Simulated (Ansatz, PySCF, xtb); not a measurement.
Noncovalent pair: SiH4 (SMILES [SiH4]) (first 5 atoms) with CH3Br (SMILES CBr); geometry from B3LYP-D3(BJ)/def2-TZVP, rigid monomers moved along the line of their centres of mass till Si1···Br7 is 4.36 Å.
(charge 0, multiplicity 1):
```xyz
10

Si    -0.04432    -0.30236     0.09890
H      0.63095    -1.58137     0.40110
H     -1.41017    -0.30165     0.66880
H     -0.13677    -0.12743    -1.37007
H      0.72521     0.82594     0.66897
C     -0.88360     1.27968     4.18832
Br     0.02533    -0.43225     4.45972
H     -0.20761     1.92430     3.63802
H     -1.11209     1.68839     5.16618
H     -1.78611     1.08340     3.62059
```

Counterpoise-corrected where a basis set is named; no monomer relaxation.

Rows in 6-31G* carry no dispersion term and start afresh at each structure (6-31G* with six Cartesian d functions); the Pople sets are all-electron and without relativity. MP2/6-31G* freezes PySCF's default core, which leaves 3d correlated.

The values were computed with Ansatz (an electronic-structure program) with Gaussian orbitals; PySCF for 6-31G* rows; xtb for the GFN methods. Values without a source in brackets are computed.

**Question.** Estimate the interaction energy that GFN-FF returns for this input.

**Answer.** -0.8 kcal/mol
